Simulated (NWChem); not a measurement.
# GeH₃, doublet; SMILES [GeH3]

Program: NWChem. Spin-unrestricted. In the optimisation the excess spin sits in a (C3, its own frame). Coordinates come from a PBE0/def2-SVP, spin-unrestricted optimisation. No stability test was run on the SCF state.

What does the run give for PBE/def2-TZVP? Quantities: highest occupied level (eV); lowest empty minus highest occupied level, either spin (eV); dipole (D); <S²>.


```yaml
highest occupied level (eV): -5.21
lowest empty minus highest occupied level, either spin (eV): 1.48
dipole (D): 0.04
"<S²>": 0.752
```
